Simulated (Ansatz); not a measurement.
`C[N]=[Mo]([NH2])(=[O])[Cl]`. Total charge 0; spin multiplicity 1. Mo takes the def2 core potential. Geometry: relaxed with PBE0-D4/def2-TZVP. It is one conformer, not always the lowest.

```xyz
11

C     0.295   -2.032   -0.093
N     0.410   -0.619   -0.124
Mo    0.151    0.937    0.566
N    -0.778    1.945   -0.787
O    -0.788    0.791    1.951
Cl    2.188    1.845    1.075
H    -0.309   -2.373    0.755
H     1.290   -2.483   -0.025
H    -0.168   -2.385   -1.021
H    -1.383    2.720   -0.553
H    -0.906    1.655   -1.744
```

(1) What is the dipole moment at PBE/def2-TZVPP? (An estimate is asked.)

(2) And with r2SCAN, B3LYP? (Estimate.)

(3) Give the Mulliken charges with PBE, r2SCAN, B3LYP in def2-TZVPP. (An estimate is asked.)

Results:

(1) Computed: 3.60 D, with components (-1.72, -1.20, -2.92) D in this frame, pointing from negative to positive charge.

(2) Ansatz gave: r2SCAN 3.67 D, B3LYP 3.67 D.

(3) Computed: 
| atom | PBE | r2SCAN | B3LYP |
| --- | --- | --- | --- |
| C1 | -0.14 | 0.01 | -0.13 |
| N2 | -0.47 | -0.55 | -0.54 |
| Mo3 | 1.22 | 1.39 | 1.39 |
| N4 | -0.49 | -0.55 | -0.52 |
| O5 | -0.47 | -0.52 | -0.53 |
| Cl6 | -0.34 | -0.36 | -0.36 |
| H7 | 0.11 | 0.07 | 0.11 |
| H8 | 0.11 | 0.07 | 0.11 |
| H9 | 0.10 | 0.07 | 0.11 |
| H10 | 0.18 | 0.18 | 0.17 |
| H11 | 0.19 | 0.19 | 0.17 |

B3LYP here is the variant with VWN-RPA as its local correlation; programs differ in this.
